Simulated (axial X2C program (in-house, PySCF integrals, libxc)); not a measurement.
**Potential curves of ScI, 2c**

Computed with an axial X2C code built on PySCF integrals. Two-component (2c) means X2C with spin–orbit coupling and atomic mean-field two-electron Coulomb and Gaunt terms. Basis: I dyall-cv3z [11s12p8d4f1g], Sc dyall-cv3z [10s11p7d5f2g] (cores contracted in-house); Gaussian nuclei, density fitting, unrestricted open shells. Masses: I 126.904 u, Sc 44.956 u.

State: Ω = 1 (⟨Sz⟩ = -1.00, ⟨Lz⟩ = 2.00 at LDA). Energies in kJ/mol from the fragments at the same level (I + Sc). Fits are polynomials in 1 − R0/R over 0.85 to 1.23 times the lowest point R0.

| R (Å) | LDA | CCSD | PBE0 |
| --- | --- | --- | --- |
| 2.4570 | -344.60 | -207.97 | -276.27 |
| 2.5380 | -355.73 | -232.97 | -293.49 |
| 2.6190 | -359.32 | -248.28 | -302.34 |
| 2.7000 | -357.26 | -256.07 | -304.78 |
| 2.7945 | -349.70 | -257.94 | -301.63 |
| 2.8890 | -338.25 | -254.04 | -293.77 |
| 3.0105 | -319.93 | -243.12 | -279.06 |

Correlated methods: 10 electrons correlated (number of frozen shells: I 4 s, 3 p, 2 d; Sc 3 s, 2 p), 350 virtual spin orbitals or spinors in MP2, 90 natural virtuals in coupled cluster.

The state is one determinant whose occupation by symmetry is held fixed; it was picked as the lowest of a PBE0 search that is not exhaustive. De is counted from the lowest determinant-based energies of the atoms at the same level, without counterpoise correction. Density functionals use the spin component along the axis (collinear). CCSD ran in a truncated set of natural virtual spinors with an MP2 remainder; without triples it tends to underbind. In 2c an atomic determinant is not the ground J level, so De misses part of the atomic spin–orbit lowering. This holds for PBE0. PBE0 can misorder states that lie within some tenths of an eV, so this need not be the ground state of the molecule. The nearest other 2c determinant of the search, Ω = 3, lies 0.01 eV up at the distance of the search. The functionals have no current-density term, which raises determinants with orbital currents, atoms included. With several unpaired electrons one determinant need not be a pure state. The outer-core s and p shells of the metal are frozen in the correlated rows, which leaves out core–valence correlation; for alkali and alkaline-earth bonds that tends to lengthen them. At some level and bond length an empty orbital lies below a filled one. With the outer-core shells frozen, correlated bond lengths of heavy atoms tend to come out a few hundredths of an ångström too long. Coupled cluster ran on the points near the minimum only. MP2 and coupled cluster on one determinant become unreliable at the stretched end.

Q: What are Re, ωe and De at the LDA level?

A: At LDA, 2c: Re = 2.626 Å, ωe ≈ 266 cm⁻¹, De = 3.72 eV to I + Sc; Be follows as 0.0736 cm⁻¹.

Q: What are Re, ωe and De at the CCSD level?

A: At CCSD, 2c: Re = 2.773 Å, ωe ≈ 242 cm⁻¹, De = 2.67 eV to I + Sc; Be follows as 0.066 cm⁻¹.

Q: What are Re, ωe and De at the PBE0 level?

A: At PBE0, 2c: Re = 2.697 Å, ωe ≈ 251 cm⁻¹, De = 3.16 eV to I + Sc; Be follows as 0.0698 cm⁻¹.
